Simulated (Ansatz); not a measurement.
In₃As₃H₁₂, a cluster cut from wurtzite InAs (hydrogen-capped). Total charge 0; triplet. Geometry r2SCAN-D4/def2-SVP, that of the neutral singlet; atoms count from 1.

Cartesian coordinates in Å:
```
As 0.2904 2.2664 -0.4075
In 0.9374 1.6904 2.1697
As 1.1588 -0.9874 1.7535
In -1.5813 1.2456 -2.0950
As -0.8727 -1.3461 -1.6799
In -0.4970 -2.8008 0.5863
H 0.0960 3.7669 -0.4498
H 1.5940 2.2653 -1.1766
H 2.5270 2.2968 2.4440
H -0.5026 1.9133 3.0851
H 2.5223 -1.2041 1.1331
H 1.5153 -1.5766 3.1014
H -1.0999 1.6551 -3.6982
H -3.0977 1.4576 -1.3093
H 0.3473 -1.5902 -2.5419
H -1.8200 -2.1644 -2.5308
H -1.9800 -2.7209 1.4558
H 0.4627 -4.1670 0.1600
```

In the def2 sets In takes a core potential; there is no spin–orbit coupling. At PBE0-D4/def2-TZVP a singlet of charge 0 lies 4.86 eV below the triplet at the same geometry.

Problem. Estimate the Mulliken populations from the PBE0/def2-TZVP orbitals of Ansatz.

Solution. 
| atom | charge (e) | spin (α − β) |
| --- | --- | --- |
| As1 | -0.06 | 0.72 |
| In2 | 0.16 | 0.50 |
| As3 | -0.41 | -0.01 |
| In4 | 0.16 | 0.50 |
| As5 | -0.41 | -0.01 |
| In6 | 0.41 | 0.00 |
| H7 | 0.12 | -0.02 |
| H8 | 0.10 | 0.00 |
| H9 | -0.06 | 0.14 |
| H10 | -0.08 | 0.01 |
| H11 | 0.09 | 0.00 |
| H12 | 0.10 | 0.01 |
| H13 | -0.06 | 0.14 |
| H14 | -0.08 | 0.01 |
| H15 | 0.09 | 0.00 |
| H16 | 0.10 | 0.01 |
| H17 | -0.09 | 0.00 |
| H18 | -0.09 | 0.00 |
Mulliken values depend strongly on the basis.

Problem. Where does the spin sit?

Solution. Summed by element: As 0.70, In 1.00, H 0.30, of 2 unpaired in all. Largest on single atoms: As1 0.72, In4 0.50, In2 0.50.

Problem. And the Mayer bond orders between heavy atoms (over 0.3)?

Solution. As1–In2 0.41 (2.72 Å); As1–In4 0.41 (2.72 Å); In2–As3 0.62 (2.72 Å); As3–In6 0.57 (2.72 Å); In4–As5 0.62 (2.72 Å); As5–In6 0.57 (2.72 Å).
